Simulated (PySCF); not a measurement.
F2Si, SMILES F[Si]F (connectivity only; charge and spin as stated), charge +1, multiplicity 2.

The structure is a stationary point at r2SCAN-D4/def2-TZVP. The isomer is the one that the SMILES or the coordinates give; other isomers of the formula were not compared.

The numbers are results of r2SCAN-D4/def2-TZVP in PySCF, not measurements.

Frequencies are harmonic and unscaled.

```json
[
 {"mode": "1", "ν (cm⁻¹)": "290", "IR (km/mol)": "46.2", "moving atoms (share of kinetic energy)": "F 69 %, Si 31 %"},
 {"mode": "2", "ν (cm⁻¹)": "933", "IR (km/mol)": "56.1", "moving atoms (share of kinetic energy)": "F 73 %, Si 27 %"},
 {"mode": "3", "ν (cm⁻¹)": "1124", "IR (km/mol)": "161.0", "moving atoms (share of kinetic energy)": "Si 50 %, F 50 %"}
]
```
